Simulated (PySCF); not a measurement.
## Two-component Hartree-Fock for Hg⁴⁹⁺ (mercury, charge +49)

Start: [Ar] 3d10 4s2 4p1; 4p1/2 filled at m_j = +1/2. Calculated with PySCF 2.14 in an uncontracted even-tempered set (16 s from 7.1 bohr⁻², ratio 2.8; 13 p from 9.3 bohr⁻², ratio 2.8; 8 d from 16 bohr⁻², ratio 2.8; 4 f from 38 bohr⁻², ratio 3): generalised Hartree-Fock with the X2C-1e Hamiltonian and a Gaussian nucleus; one run each with spin-orbit coupling (SO) switched off, then screened by Boettger's factors.

```tsv
spinor shell	electrons	ε, spin-free (eV)	ε, screened SO (eV)	weight of nominal j (screened SO)	rms radius, screened SO (bohr)
1s1/2	2	-86214.7	-86179.1	1.000	0.0187
2s1/2	2	-17565.4	-17553.1	1.000	0.0754
2p1/2	2	-15522.6	-16932.5	1.000	0.0638
3s1/2	2	-6084.4	-6079.5	1.000	0.190
3p1/2	2	-5479.5	-5808.7	1.000	0.181
3p3/2	4	-5479.5	-5346.1	1.000	0.196
3d3/2	4	-4861.3	-4918.1	1.000	0.171
3d5/2	6	-4861.3	-4818.6	1.000	0.175
4s1/2	2	-2902.7	-2901.1	1.000	0.396
4p1/2	1	-2702.5	-2808.2	1.000	0.383
```

**Question.** Where does 2p3/2 lie, and what is the 2p spin-orbit splitting (screened SO)?

**Answer.** At -14970.2 eV, 1962.4 eV above 2p1/2.

```json
{"quantity": "E (hartree)", "spin-free": "-17852.57338", "screened SO": "-17887.22324"}
{"quantity": "M_J", "spin-free": "1/2", "screened SO": "1/2"}
{"quantity": "⟨J²⟩", "spin-free": "1.110", "screened SO": "0.751"}
{"quantity": "⟨L²⟩", "spin-free": "2.003", "screened SO": "2.076"}
{"quantity": "⟨S²⟩", "spin-free": "0.751", "screened SO": "0.824"}
```

Each row is a mean over spinors that exchange with the open shell spreads, by up to 7.844 eV (3p1/2).

Breit and QED terms are absent; they matter most for the inner s and p1/2 levels.

Densities and radii are taken from the X2C orbitals without a picture-change correction, which distorts them close to the nucleus.

Without spin-orbit coupling the j labels of p, d and f shells carry no meaning; the spin-free column gives the mean over the occupied spinors of each nl shell, and its ⟨J²⟩ belongs to a mixture of degenerate components.
